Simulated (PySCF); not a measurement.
Coordinates in bohr (charge 0 multiplicity 5):
```
Mo   -0.1802    1.1345    0.0000
Br    0.1113   -0.7011    4.1980
Br    0.1113   -0.7011   -4.1980
```

These are results of UB3LYP/[Mo def2-TZVP with ECP28, Br def2-TZVP], scalar-relativistic core potentials, density fitting, no spin–orbit coupling, PySCF, not measurements.

This geometry of MoBr₂ is a stationary point at this level.

(1) What is the point group?

(2) Is it a minimum?

(3) What are the dipole moment and the gap between the highest occupied and lowest empty levels of either spin?

(4) Give the ideal-gas entropy at 298.15 K and 1 bar by parts.

Results:

(1) C2v.

(2) Yes: all harmonic wavenumbers are real, though the softest, 47 cm⁻¹, leaves little margin.

(3) 2.38 D and 2.42 eV.

(4) translation 178.0, rotation 115.3, vibration 33.9, spin 13.4; total 340.6 J/(mol K).

This need not be the most stable arrangement of these atoms. Other spin states or occupations of the open shell can lie lower.
